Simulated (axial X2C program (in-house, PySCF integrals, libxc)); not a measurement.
**Nuclear properties of GeB**

Computed with an in-house all-electron X2C program for linear molecules (integrals from PySCF): two-component X2C with atomic mean-field Coulomb and Gaunt terms, Gaussian nuclei, basis Ge dyall-cv3z, B dyall-v3z with contracted cores.

R = 1.976 Å (near the PBE0 minimum at charge 0 of the determinant lowest at the starting distance; the state shown can have its own minimum elsewhere).

Determinant lowest in the PBE0 search, Ω = 3/2 (⟨Sz⟩ = 1.50, ⟨Lz⟩ = 0.00 at PBE0), spin on the atoms Ge 0.71, B 0.79:

```
level  Eeff magnitude (GV/cm)  Ws magnitude Ge (kHz)  A∥/gI Ge (MHz)  qzz Ge (a.u.)  A∥/gI B (MHz)  qzz B (a.u.)  μ (D)
 PBE0                   0.163                 0.0206            -157          -2.99             55         -0.25  -0.86
   HF                   0.606                  0.144            -158          -3.60           77.5         -0.32  -0.33
TPSSh                   0.173                 0.0256            -127          -2.94           61.5         -0.25  -0.83
  LDA                  0.0119                 0.0206            -108          -3.00           60.5         -0.24  -1.05
 BP86                  0.0701                0.00413            -135          -2.86           57.1         -0.25  -0.96
```

Determinant 0.77 eV from it at PBE0 and this distance, Ω = 1/2 (⟨Sz⟩ = 0.50, ⟨Lz⟩ = 0.00 at PBE0), spin on the atoms Ge 0.09, B 0.40:

```json
{"level": "PBE0", "Eeff magnitude (GV/cm)": "0.0707", "Ws magnitude Ge (kHz)": "0.0843", "A∥/gI Ge (MHz)": "69.1", "qzz Ge (a.u.)": "-2.64", "A∥/gI B (MHz)": "171", "qzz B (a.u.)": "-0.28", "μ (D)": "-0.81"}
{"level": "HF", "Eeff magnitude (GV/cm)": "0.322", "Ws magnitude Ge (kHz)": "0.256", "A∥/gI Ge (MHz)": "575", "qzz Ge (a.u.)": "-3.43", "A∥/gI B (MHz)": "212", "qzz B (a.u.)": "-0.31", "μ (D)": "-0.22"}
{"level": "TPSSh", "Eeff magnitude (GV/cm)": "0.142", "Ws magnitude Ge (kHz)": "0.145", "A∥/gI Ge (MHz)": "58.6", "qzz Ge (a.u.)": "-2.50", "A∥/gI B (MHz)": "182", "qzz B (a.u.)": "-0.29", "μ (D)": "-0.78"}
{"level": "LDA", "Eeff magnitude (GV/cm)": "0.173", "Ws magnitude Ge (kHz)": "0.17", "A∥/gI Ge (MHz)": "203", "qzz Ge (a.u.)": "-2.62", "A∥/gI B (MHz)": "181", "qzz B (a.u.)": "-0.27", "μ (D)": "-0.91"}
{"level": "BP86", "Eeff magnitude (GV/cm)": "0.151", "Ws magnitude Ge (kHz)": "0.152", "A∥/gI Ge (MHz)": "99.6", "qzz Ge (a.u.)": "-2.51", "A∥/gI B (MHz)": "176", "qzz B (a.u.)": "-0.27", "μ (D)": "-0.90"}
```

Eeff is the effective electric field on the electron electric dipole moment in this Ω state and Ws the scalar–pseudoscalar constant of the nucleus named (defined with the proton number Z and per Ω); A∥ (defined per Ω) follows by multiplying with gI = μI/(I μN); qzz is the electric field gradient, eQq0 = 234.96 MHz × Q/barn × qzz; μ is positive if the B end (last atom) is positive. The operators were transformed with the bare-nucleus X2C matrices; with these basis sets, hyperfine constants and field gradients can be off by tens of per cent, and where levels differ in sign neither size nor sign is settled.

(1) With gI(73Ge) = -0.1954, Q(73Ge) = -0.196 barn, gI(11B) = 1.7924, Q(11B) = 0.04059 barn (g factors from the IAEA table of nuclear moments by Stone; Q from Pyykkö, Mol. Phys. 2018), turn the PBE0 values of the first state into constants in MHz.

Each state is one determinant with collinear spin, which with several unpaired electrons need not be a pure state. Unrestricted Hartree–Fock can overshoot spin polarisation at the nuclei. In the state Ω = 1/2 the sign of Eeff differs between levels (HF against PBE0). This is the top spin component of a Σ state; components of lower Ω are not single determinants and can lie lower. With several open shells hyperfine constants can be off by a factor of several. Where Eeff spreads by more than a factor of two the levels disagree and none is to be relied on. States lie within half an eV, so the first need not be the ground state. The sign of Ws at Ge differs between levels in the first state. The sign of Ws at Ge differs between levels in the second state. Further determinants of the search, some of them spin-mixed, are not shown. PBE0 term energies can be off by some tenths of an eV.

Answers

(1) A∥(73Ge) = -157 × -0.1954 = 30.7 MHz; eQq0(73Ge) = 234.96 × (-0.196) × (-2.99) = 138 MHz; A∥(11B) = 55 × 1.7924 = 98.6 MHz; eQq0(11B) = 234.96 × (0.04059) × (-0.25) = -2.38 MHz.
